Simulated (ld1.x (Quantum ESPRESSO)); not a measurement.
What one change does to a pseudopotential (Ba, TM)

| Item | Value |
| --- | --- |
| Element | barium (Ba) |
| Generator | ld1.x (Quantum ESPRESSO) 7.5 |
| Type | norm-conserving Troullier–Martins (Kleinman–Bylander form) |
| Functional | PBE |
| Relativity | scalar-relativistic |
| Frozen core | [Kr] 4d10 |
| Valence charge | 10 |
| Reference configuration | 5s2 5p6 5d0 6s0 6p0 (charge +2) |
| Partial waves | 5p (bound): rc 3.30 bohr; 5d (bound, empty): rc 4.10 bohr; 5s (bound): rc 1.80 bohr |
| Local potential | the s channel |
| Core correction | a·sin(br)/r model core, default radius (core density twice the valence density) |

All-electron outer shells of the reference configuration (PBE, scalar-relativistic, ld1.x):

```json
{"shell": "4d", "level (eV)": "-102.16", "outermost node (bohr)": "0.32", "outermost maximum (bohr)": "0.70"}
{"shell": "5s", "level (eV)": "-45.98", "outermost node (bohr)": "0.80", "outermost maximum (bohr)": "1.47"}
{"shell": "5p", "level (eV)": "-30.91", "outermost node (bohr)": "0.86", "outermost maximum (bohr)": "1.67"}
{"shell": "5d", "level (eV)": "-12.91", "outermost node (bohr)": "0.99", "outermost maximum (bohr)": "2.31"}
{"shell": "6s", "level (eV)": "-12.34", "outermost node (bohr)": "1.93", "outermost maximum (bohr)": "3.62"}
{"shell": "6p", "level (eV)": "-8.98", "outermost node (bohr)": "2.26", "outermost maximum (bohr)": "4.26"}
```

Change: all radii but the core radius scaled by about 0.93 (s 1.68, p 3.08, d 3.82 bohr).

Cutoffs: the cutoffs (Ry, on a coarse ladder) from which the occupation-weighted sum of valence levels, in a spherical-Bessel basis at the reference potential, stays within 10 and 1 mRy of its value at 400 Ry; they do not see the model core or the augmentation charge, which bear on the density cutoff. Errors are all-electron minus pseudo energies relative to the spin-unpolarised reference configuration.

**Question.** How do hardness, ghosts and transferability respond?

**Answer.** The potential gets neither clearly harder nor softer (40 Ry and 70 Ry → 40 Ry and 70 Ry); of the 7 tests that both files solve, the error grows in 0 and shrinks in 6 by more than 15 % and 0.3 meV (median size 84.6 → 62.3 meV); neither file shows a bound ghost. Less of the atom is replaced, so other configurations are described better.

```csv
quantity,base,changed
"cutoff, loose",40 Ry,40 Ry
"cutoff, tight",70 Ry,70 Ry
bound ghosts,none,none
"error for 5s2 5p6 5d0 6s2 6p0, meV [ΔE -15.34 eV]",+104,+70
"error for 5s2 5p6 5d0 6s1 6p0, meV [ΔE -9.98 eV]",+76,+51
"error for 5s2 5p6 5d0 6s1.5 6p0, meV [ΔE -13.21 eV]",+94,+63
"error for 5s2 5p6 5d1 6s0 6p0, meV [ΔE -9.30 eV]",+6.6,+2.2
"error for 5s2 5p6 5d0 6s1 6p1, meV [ΔE -13.31 eV]",+85,+62
"error for 5s2 5p6 5d0 6s0 6p2, meV [ΔE -11.20 eV]",+63,+55
"error for 5s1 5p6 5d0 6s2 6p0, meV [ΔE 23.45 eV]",+268,+185
```
